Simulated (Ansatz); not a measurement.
`O[Si](O)(F)N[SiH2]Cl` + `C[SiH2]S[SiH2]F` → `C[SiH2]S[SiH2]Cl` + `O[Si](O)(F)N[SiH2]F`  (redistribution)

Isolated molecules relaxed with PBE0-D4/def2-TZVP in Ansatz; ΔE leaves out vibrations. CBS: MP2 limit from def2 TZ/QZ plus the TZ coupled-cluster correction, frozen cores. Functionals use def2-TZVPP. Each species was taken in one conformer, which may not be the lowest.

| level | ΔE (kJ/mol) |
| --- | --- |
| PBE0-D4 | 1.5 |
| ωB97X-V | 2.3 |
| ωB97M-V | 1.7 |
| CCSD(T)/def2-TZVPP | 0.5 |
| MP2/def2-QZVPP | -0.8 |
| SCS-MP2/def2-QZVPP | -0.4 |
| HF/CBS(def2) | 1.3 |
| CCSD/CBS(def2) | -0.2 |

What does CCSD(T)/CBS give? (Estimate.)

The calculation gave: -0.2 kJ/mol. The listed levels differ from it by 1.7, 2.5, 1.9, 0.7, -0.6, -0.2, 1.5, 0.0 kJ/mol.

Largest T1 diagnostic among the species: 0.011.
